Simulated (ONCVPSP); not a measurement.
## Logarithmic derivatives: selenium (Se), ONCV

selenium (Se), optimised norm-conserving Vanderbilt (ONCV), made with ONCVPSP 4.0.1 (PBE, scalar-relativistic). Core [Ar], reference 3d10 4s2 4p2 (charge +2). Waves: 4s: rc 1.30 bohr, ncon 4, nbas 7, qcut 5 1/bohr, 2 projectors, debl 0.5 Ha; 4p: rc 1.80 bohr, ncon 4, nbas 7, qcut 5.1 1/bohr, 2 projectors, debl 1.7 Ha; 3d: rc 1.05 bohr, ncon 4, nbas 9, qcut 13.7 1/bohr, 2 projectors, debl 2.1 Ha; f scattering state at 0.44 Ha: rc 1.40 bohr, ncon 3, nbas 6, qcut 7.2 1/bohr, 2 projectors, debl 0.5 Ha. Local part: polynomial inside 0.70 bohr (lpopt 2, dvloc0 0 Ha). Core correction: Teter function fitted to the true core (icmod 2), fcfact 0.6.

In the s channel the program set the typed energies aside and used -1.383, 0.250 Ha. In the d channel the program set the typed energies aside and used -2.786, 0.250 Ha.

The phase is arctan(r·R′/R) of the radial function R(r), unwrapped; energies in Ha, scanned from -4 to 5 Ha. A pole is an energy at which the radial function vanishes at the test radius. The pseudo phase is shifted by a multiple of π to meet the all-electron one at the reference energy, and phase errors are pseudo minus all-electron; the curves can meet again beyond the range given. Levels narrower than the energy grid can be missing from the lists of poles.

Question: For each channel, where are the poles, and over which energies does the pseudopotential scatter like the atom?

Answer:

```csv
channel,radius (bohr),reference energy (Ha),"poles, all-electron","poles, pseudo",unbroken range about the reference energy with phases within 0.05 rad,phase error 1 Ha above the reference energy (rad)
s,1.32,-1.38,4.64,4.79,the whole range,+0.000
p,1.83,-0.94,1.01,"1.01, 4.43",below 3.1,-0.000
d,1.07,-2.79,-1.91,-1.91,the whole range,+0.000
f,1.42,0.44,none,none,the whole range,-0.000
```

Note: ghosts flagged at negative energy: s at -140.3 eV; GHOST(+) flags only above 600 eV. A true bound ghost makes a file unfit for plane-wave use.

Phases in the p channel:

| E (Ha) | all-electron | pseudo |
| --- | --- | --- |
| -3.98 | 1.248 | 1.246 |
| -3.50 | 1.198 | 1.196 |
| -3.02 | 1.123 | 1.121 |
| -2.54 | 0.994 | 0.993 |
| -2.06 | 0.734 | 0.733 |
| -1.58 | 0.125 | 0.124 |
| -1.10 | -0.721 | -0.721 |
| -0.62 | -1.162 | -1.162 |
| -0.14 | -1.360 | -1.360 |
| 0.34 | -1.470 | -1.470 |
| 0.82 | -1.545 | -1.545 |
| 1.30 | -1.606 | -1.606 |
| 1.78 | -1.663 | -1.663 |
| 2.26 | -1.725 | -1.729 |
| 2.74 | -1.808 | -1.825 |
| 3.22 | -1.942 | -2.030 |
| 3.70 | -2.230 | -3.092 |
| 4.18 | -3.019 | -4.508 |
| 4.66 | -3.943 | -4.860 |
